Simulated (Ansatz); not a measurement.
`F[SiH2]N[Si](F)(Cl)Cl`, relaxed with RKS PBE0-D4/def2-TZVP in the Gaussian-basis code of Ansatz from a PBE-D4/def2-SVP geometry. The force threshold is 0.005 eV/Å; the program also tests the step.

Total charge 0; spin multiplicity 1.

Start:

```xyz
10

F    -0.829   -2.552   -0.124
Si   -1.051   -1.091    0.581
N     0.393   -0.110    0.497
Si    0.823    1.046   -0.704
F     0.757    0.389   -2.188
Cl   -0.474    2.640   -0.753
Cl    2.739    1.690   -0.341
H    -1.369   -1.347    2.019
H    -2.119   -0.370   -0.175
H     1.130   -0.295    1.187
```

How much energy does the relaxation release, and in how many steps? (An estimate is asked.)

Ansatz gave: 2.81 kcal/mol, in 39 steps, 2 of them rejected.

Which bonds change most? (Estimate.)

Computed: Si4–F5 from 1.625 to 1.580 Å; F1–Si2 from 1.637 to 1.596 Å; Si4–Cl7 from 2.054 to 2.025 Å; N3–Si4 from 1.722 to 1.694 Å.

Give the relaxed structure. (An estimate is asked.)

The calculation gave: 
```xyz
10

F    -0.336   -2.592    0.060
Si   -0.965   -1.189    0.488
N     0.238    0.041    0.559
Si    0.763    1.096   -0.658
F     0.183    0.560   -2.026
Cl    0.089    2.992   -0.416
Cl    2.785    1.157   -0.763
H    -1.520   -1.366    1.846
H    -1.967   -0.822   -0.530
H     0.730    0.122    1.440
```
